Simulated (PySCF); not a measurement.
**Computed properties of C2H5BF2O, SMILES CCOB(F)F**

C₂H₅BF₂O, SMILES CCOB(F)F. Coordinates come from a TPSSh-D3(BJ)/def2-SVP optimisation. Other conformers were not sampled. All values are computed for the isolated molecule unless a solvent is named; none is compared with measurement here.

**Structure.** All 27 harmonic modes at TPSSh-D3(BJ)/def2-SVP (PySCF) are real, so it is a minimum. With heavy atoms numbered as in [B:1]([F:2])([F:3])[O:4][CH2:5][CH3:6], the shortest bond between them is B1–F3 at 1.327 Å and the longest C5–C6 at 1.519 Å.

**Vibrations.** The strongest infrared lines (harmonic, unscaled, degenerate partners summed) lie at 1541 cm⁻¹ (335 km/mol, H 41 %, B 38 %, O 16 %), 1428 cm⁻¹ (318 km/mol, B 64 %, F 20 %, H 12 %), 1490 cm⁻¹ (151 km/mol, H 72 %, B 16 %). The softest mode is at 47 cm⁻¹ and the zero-point energy is 51.0 kcal/mol.

**Electronic structure.** ωB97X/def2-TZVP (PySCF) places the frontier levels at -11.79 and 2.78 eV, a gap of 14.57 eV, and gives a dipole moment of 2.53 D and a mean polarisability of 41.4 bohr³. PBE/def2-TZVP (PySCF) at the same geometry gives -7.73 and -0.02 eV, so its gap is 6.86 eV narrower. An orbital gap is neither the optical nor the fundamental gap.

**Excitations.** TDA-CAM-B3LYP/def2-SVPD (PySCF) has S1 at 8.68 eV (143 nm, f = 0.010, weak); the most intense of the 10 singlets computed lies at 10.30 eV (f = 0.14). T1 (TDA) is at 8.42 eV, 0.26 eV under S1. TDA-PBE/def2-SVPD (PySCF) puts S1 at 7.51 eV. No vertical singlet excitation falls in the visible range (under 3.1 eV).

**NMR.** GIAO shifts at HF/pcSseg-1 (PySCF) (non-relativistic, atoms alike by connectivity averaged): ¹³C from 21.2 to 59.6 ppm against TMS; ¹H from 1.7 to 4.0 ppm against TMS; ¹⁹F at -102.0 ppm against CFCl3; ¹¹B at 3.4 ppm against BF3.
